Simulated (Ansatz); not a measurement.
Conformers of C7H10S (SMILES CCCc1ccsc1), B3LYP-D3(BJ)/def2-TZVP minima from an xTB search, which can miss the lowest.
Conformer 1 (charge 0, multiplicity 1):
| atom | x (Å) | y (Å) | z (Å) |
|---|---|---|---|
| C | 1.9384 | 0.6305 | 0.7924 |
| C | 1.6528 | -0.4688 | -0.2255 |
| C | 0.4880 | -0.1330 | -1.1706 |
| C | -0.8254 | 0.0270 | -0.4607 |
| C | -1.5228 | -1.0471 | 0.1731 |
| C | -2.6770 | -0.6540 | 0.7832 |
| S | -2.9420 | 1.0343 | 0.6005 |
| C | -1.4888 | 1.2118 | -0.3031 |
| H | 2.1892 | 1.5700 | 0.2930 |
| H | 1.0698 | 0.8155 | 1.4261 |
| H | 2.7762 | 0.3622 | 1.4381 |
| H | 1.4313 | -1.4039 | 0.2970 |
| H | 2.5459 | -0.6563 | -0.8282 |
| H | 0.3994 | -0.9246 | -1.9204 |
| H | 0.7194 | 0.7871 | -1.7134 |
| H | -1.1749 | -2.0708 | 0.1672 |
| H | -3.3860 | -1.2613 | 1.3213 |
| H | -1.1936 | 2.1815 | -0.6701 |
Conformer 2 (charge 0, multiplicity 1):
| atom | x (Å) | y (Å) | z (Å) |
|---|---|---|---|
| C | -2.7799 | -0.3805 | -0.3820 |
| C | -1.2782 | -0.2910 | -0.6334 |
| C | -0.5136 | 0.2922 | 0.5621 |
| C | 0.9674 | 0.3714 | 0.3335 |
| C | 1.8294 | -0.7670 | 0.2870 |
| C | 3.1303 | -0.4474 | 0.0333 |
| S | 3.3361 | 1.2482 | -0.1562 |
| C | 1.6598 | 1.5290 | 0.1090 |
| H | -3.2039 | 0.6055 | -0.1768 |
| H | -3.3038 | -0.7947 | -1.2452 |
| H | -2.9978 | -1.0184 | 0.4780 |
| H | -0.8806 | -1.2831 | -0.8643 |
| H | -1.0809 | 0.3280 | -1.5130 |
| H | -0.9018 | 1.2892 | 0.7853 |
| H | -0.7143 | -0.3228 | 1.4457 |
| H | 1.4877 | -1.7810 | 0.4423 |
| H | 3.9756 | -1.1108 | -0.0468 |
| H | 1.2686 | 2.5334 | 0.0880 |

Cores are frozen in the correlated methods. MP2 and its Hartree–Fock in cc-pV(Q+d)Z, cc-pV(T+d)Z are density fitted.

Programs: Ansatz (Gaussian basis) for Hartree–Fock, density functionals and correlated methods. 

The energy of conformer 2 above conformer 1 is E(conformer 2) − E(conformer 1). Total energies (hartree):

| level | conformer 2 | conformer 1 |
|---|---|---|
| HF/cc-pV(T+d)Z | -668.5283792 | -668.5273121 |
| MP2/cc-pV(T+d)Z | -669.8668496 | -669.8676431 |
| HF/cc-pV(Q+d)Z | -668.5488979 | -668.5477903 |
| MP2/cc-pV(Q+d)Z | -669.9737037 | -669.9744493 |
| MP2/cc-pV(D+d)Z | -669.5371529 | -669.5378909 |
| CCSD(T)/cc-pV(D+d)Z | -669.6536888 | -669.6540454 |

Question: Work out the energy of conformer 2 above conformer 1 at the basis-set limit: extrapolate the MP2 correlation part as X⁻³, take Hartree–Fock from the larger set, and add the CCSD(T) − MP2 difference of cc-pV(D+d)Z.

Answer: 
1. Differences (1 hartree = 627.509 kcal/mol): HF/cc-pV(T+d)Z -0.670; MP2/cc-pV(T+d)Z 0.498; HF/cc-pV(Q+d)Z -0.695; MP2/cc-pV(Q+d)Z 0.468; MP2/cc-pV(D+d)Z 0.463; CCSD(T)/cc-pV(D+d)Z 0.224.
2. Correlation parts, MP2 less HF: 1.168 in cc-pV(T+d)Z (X = 3), 1.163 in cc-pV(Q+d)Z (X = 4).
3. Limit (4³·(1.163) − 3³·(1.168))/(4³ − 3³) = 1.159; with HF/cc-pV(Q+d)Z it gives 0.464.
4. CCSD(T) less MP2 in cc-pV(D+d)Z: -0.239.
Result: 0.23 kcal/mol, against 0.50 at MP2/cc-pV(T+d)Z. It is an estimate of this method's limit, not of the exact value.

Ansatz is a quantum-chemistry and plane-wave program.
